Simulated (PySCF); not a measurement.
Working out the ionisation energy of Cl⁺

Cl⁺ [Ne] 3s2 3p4 (3P) → Cl²⁺ [Ne] 3s2 3p3 (4S). All numbers are calculated (PySCF 2.14, the spin-free X2C one-electron Hamiltonian (Gaussian nucleus), in cc-pVTZ-DK (5s4p2d1f, 34 functions)). Frozen: [Ne]. Energies in hartree (1 hartree = 27.21139 eV):

```csv
part,Cl⁺ (lower),Cl²⁺ (upper)
UHF,-460.462207,-459.632801
CCSD correlation,-0.147763,-0.115658
(T),-0.004186,-0.003164
```

What does Hartree-Fock give?

(-459.632801) − (-460.462207) = 0.829406 hartree = 22.569 eV.

What do CCSD and CCSD(T) give?

The CCSD correlation energies differ by 0.032105 hartree = 0.874 eV and the triples by 0.001022 hartree = 0.028 eV, so CCSD gives 23.443 eV and CCSD(T) 23.471 eV.

Measured between the centres of the two terms (NIST): 23.771 eV, so CCSD(T) (valence) is off by -0.300 eV.

What remains against the reference includes basis incompleteness, the frozen core and higher excitations.
